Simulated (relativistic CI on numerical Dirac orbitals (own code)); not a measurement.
The spin-orbit constant of Fe V from its measured fine structure

Problem. The ground term 5D of Fe V (3s2 3p6 3d4) has the measured levels J = 0: 0.0, J = 1: 142.1, J = 2: 417.3, J = 3: 803.1, J = 4: 1282.8 cm⁻¹ (Corliss and Sugar, J. Phys. Chem. Ref. Data 11, 135 (1982)). Test the interval rule and estimate ζ(3d).

Working.
1. In LS coupling E(J) − E(J − 1) = AJ. The intervals give A = 142.1 (J = 1), 137.6 (J = 2), 128.6 (J = 3), 119.9 (J = 4) cm⁻¹.
2. These values spread by 17 % of their mean, from second-order spin-orbit mixing with other terms and from spin-spin terms.
3. The whole width divided by the sum of the upper J values gives a mean A = 128.3 cm⁻¹.
4. For the Hund term of a shell that is less than half full, A = +ζ/2S with 2S = 4, so ζ = 513 cm⁻¹.

Check. The value calculated from Dirac-Coulomb-Breit radial functions of this configuration is ζ = 513 cm⁻¹, 0 % above the estimate from measurement. The same recipe applied to the calculated levels returns 498 cm⁻¹, which shows the bias of the recipe itself. Where the interval rule fails, the estimate is only rough.
